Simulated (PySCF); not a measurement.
C6H13OP.
SMILES with atom numbers: `[CH3:1][C@H:2]1[CH2:3][CH2:4][P@H:5](=[O:6])[CH2:7][CH2:8]1` (hydrogens: H9, H10, H11 on C1; H12 on C2; H13, H14 on C3; H15, H16 on C4; H17 on P5; H18, H19 on C7; H20, H21 on C8)

The same species was optimised twice, with GFN2-xTB and with PBE0-D3(BJ)/def2-SVP (PySCF), and the same property calculations (PySCF, gas phase) were run on both structures.

```json
{"coordinate": "P5=O6 (Å)", "GFN2-xTB": "1.465", "PBE0-D3(BJ)/def2-SVP": "1.494", "change": "+0.029"}
{"coordinate": "C1–C2 (Å)", "GFN2-xTB": "1.528", "PBE0-D3(BJ)/def2-SVP": "1.522", "change": "-0.006"}
{"coordinate": "C3–C4 (Å)", "GFN2-xTB": "1.522", "PBE0-D3(BJ)/def2-SVP": "1.527", "change": "+0.005"}
{"coordinate": "C7–C8 (Å)", "GFN2-xTB": "1.522", "PBE0-D3(BJ)/def2-SVP": "1.527", "change": "+0.005"}
{"coordinate": "P5–C7 (Å)", "GFN2-xTB": "1.824", "PBE0-D3(BJ)/def2-SVP": "1.820", "change": "-0.004"}
{"coordinate": "C4–P5 (Å)", "GFN2-xTB": "1.824", "PBE0-D3(BJ)/def2-SVP": "1.820", "change": "-0.004"}
{"coordinate": "C2–C8 (Å)", "GFN2-xTB": "1.531", "PBE0-D3(BJ)/def2-SVP": "1.532", "change": "+0.001"}
{"coordinate": "C2–C3 (Å)", "GFN2-xTB": "1.531", "PBE0-D3(BJ)/def2-SVP": "1.532", "change": "+0.001"}
{"coordinate": "C2–C8–C7 (°)", "GFN2-xTB": "112.5", "PBE0-D3(BJ)/def2-SVP": "114.2", "change": "+1.7"}
{"coordinate": "C2–C3–C4 (°)", "GFN2-xTB": "112.5", "PBE0-D3(BJ)/def2-SVP": "114.2", "change": "+1.7"}
{"coordinate": "P5–C7–C8 (°)", "GFN2-xTB": "111.4", "PBE0-D3(BJ)/def2-SVP": "112.8", "change": "+1.4"}
{"coordinate": "C3–C4–P5 (°)", "GFN2-xTB": "111.4", "PBE0-D3(BJ)/def2-SVP": "112.6", "change": "+1.2"}
{"coordinate": "C4–P5–C7 (°)", "GFN2-xTB": "102.8", "PBE0-D3(BJ)/def2-SVP": "101.6", "change": "-1.2"}
{"coordinate": "C4–P5–O6 (°)", "GFN2-xTB": "115.8", "PBE0-D3(BJ)/def2-SVP": "116.8", "change": "+1.0"}
{"coordinate": "C3–C2–C8 (°)", "GFN2-xTB": "111.3", "PBE0-D3(BJ)/def2-SVP": "112.1", "change": "+0.8"}
{"coordinate": "O6–P5–C7 (°)", "GFN2-xTB": "115.7", "PBE0-D3(BJ)/def2-SVP": "116.5", "change": "+0.8"}
```

Rotational constants: A = 3696, B = 1130, C = 930.3 MHz (GFN2-xTB) against A = 3715, B = 1103, C = 912.3 MHz (PBE0-D3(BJ)/def2-SVP). Point groups within 0.08 Å: Cs and Cs. Atoms that the bonding makes alike are paired by their places after alignment.

On the GFN2-xTB structure: HOMO (eV) -7.36 [PBE0/pcSseg-1]; LUMO (eV) 0.92 [PBE0/pcSseg-1]; dipole (D) 4.56 [PBE0/pcSseg-1]; GIAO shielding of C1 (ppm) 161.7 [PBE0/pcSseg-1]; GIAO shielding of C2 (ppm) 149.4 [PBE0/pcSseg-1]; GIAO shielding of C3/C8 (mean) (ppm) 152.9 [PBE0/pcSseg-1]; GIAO shielding of C4/C7 (mean) (ppm) 153.6 [PBE0/pcSseg-1]; GIAO shielding of P5 (ppm) 322.3 [PBE0/pcSseg-1]; GIAO shielding of O6 (ppm) 240.9 [PBE0/pcSseg-1].

**Question.** What do these properties become on the PBE0-D3(BJ)/def2-SVP structure?

**Answer.** 
| property | level | on GFN2-xTB | on PBE0-D3(BJ)/def2-SVP | change |
| --- | --- | --- | --- | --- |
| HOMO (eV) | PBE0/pcSseg-1 | -7.36 | -7.38 | -0.02 |
| LUMO (eV) | PBE0/pcSseg-1 | 0.92 | 0.84 | -0.08 |
| dipole (D) | PBE0/pcSseg-1 | 4.56 | 4.69 | +0.13 |
| energy, GFN2-xTB geometry as zero (kcal/mol) | PBE0/pcSseg-1 | 0.0 | -1.9 | -1.9 |
| GIAO shielding of C1 (ppm) | PBE0/pcSseg-1 | 161.7 | 160.3 | -1.4 |
| GIAO shielding of C2 (ppm) | PBE0/pcSseg-1 | 149.4 | 150.5 | +1.1 |
| GIAO shielding of C3/C8 (mean) (ppm) | PBE0/pcSseg-1 | 152.9 | 151.7 | -1.2 |
| GIAO shielding of C4/C7 (mean) (ppm) | PBE0/pcSseg-1 | 153.6 | 153.7 | +0.1 |
| GIAO shielding of P5 (ppm) | PBE0/pcSseg-1 | 322.3 | 316.0 | -6.3 |
| GIAO shielding of O6 (ppm) | PBE0/pcSseg-1 | 240.9 | 235.0 | -5.9 |

The heavy atoms differ by 0.044 Å rms after alignment (one structure mirrored). Among bonds between heavy atoms P5=O6 changes most (+0.029 Å). Changes are differences of the printed values. Neither structure is proved a minimum here.
